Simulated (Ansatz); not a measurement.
Input file for GeH$_{5}$Si (`[SiH2][GeH3]`) radical:

```yaml
crystal:
  periodic: [false, false, false]
  atoms:
    - {symbol: Si, position_ang: [-0.094668, -1.423641, -0.163423]}
    - {symbol: Ge, position_ang: [0.288734, 0.914732, -0.097681]}
    - {symbol: H, position_ang: [0.173227, -2.103391, 1.133895]}
    - {symbol: H, position_ang: [-1.456366, -1.784714, -0.645368]}
    - {symbol: H, position_ang: [0.037085, 1.517085, -1.489004]}
    - {symbol: H, position_ang: [-0.633841, 1.622932, 0.913192]}
    - {symbol: H, position_ang: [1.746931, 1.189097, 0.302690]}
basis:
  gaussian: {orbitals: def2-SVP}
magnetization: {spin_polarized: true, initial_magnetization: 1}
correlation: {method: ccsd_t}
scf: {omitted_lower_state_checks: [cluster_reference]}
```

```sh
$ ansatz run in.yaml --threads 2 --pin off --events-out ev --progress --plain
```

The program prints (abridged):

```
Functional definition: HF
741 factors; integrals over basis functions are off by at most 1.4e-3 eV
mean field evaluation 1: about -64403.0865 eV, gradient 9.2e0 eV
mean field evaluation 2: about -64403.0868 eV, gradient 9.1e0 eV
mean field evaluation 4: about -64404.1073 eV, gradient 1.7e0 eV
mean field evaluation 8: about -64404.1289 eV, gradient 2.3e-4 eV
mean field -64404.12870979 eV, -2366.8080753983 hartree, gradient 1.7e-6 eV, S^2 0.757281; 0 other end points of the search recorded, 0 dependent functions left out
14 core orbitals not correlated: weight in the atoms' cores, before any rotation towards them, 1.000 or more for the frozen orbitals, at most 0.000 for the correlated occupied ones
reference -64404.12870979 eV, -2366.8080753983 hartree; 12, 11 occupied and 49, 50 virtual orbitals, 741 factors
second order -8.82675244 eV of doubles, -0.00000000 eV of singles
cycle   1  -9.27379858 eV  change   -4.5e-1 eV  update   8.3e-2
cycle   2  -9.68491256 eV  change   -4.1e-1 eV  update   2.7e-2
cycle   3  -9.72768617 eV  change   -4.3e-2 eV  update   1.1e-2
cycle   4  -9.72666728 eV  change    1.0e-3 eV  update   3.6e-3
cycle   5  -9.72700003 eV  change   -3.3e-4 eV  update   1.2e-3
cycle   6  -9.72641543 eV  change    5.8e-4 eV  update   5.3e-4
cycle   7  -9.72654338 eV  change   -1.3e-4 eV  update   2.1e-4
cycle   8  -9.72665761 eV  change   -1.1e-4 eV  update   7.7e-5
cycle   9  -9.72665723 eV  change    3.8e-7 eV  update   3.2e-5
cycle  10  -9.72664894 eV  change    8.3e-6 eV  update   1.4e-5
perturbative correction -0.25860336 eV, -0.0095034982 hartree
Total energy: -64414.11396208 eV, -2367.1750266518 hartree
Checks for a lower state left out: cluster_reference
```

Run time 4.5 s (2 threads of a server CPU on a shared host); peak host memory 0.35 GiB.

The correlation energy is -9.985 eV, 2.6 % of it from (T); the T1 diagnostic reads 0.0111.
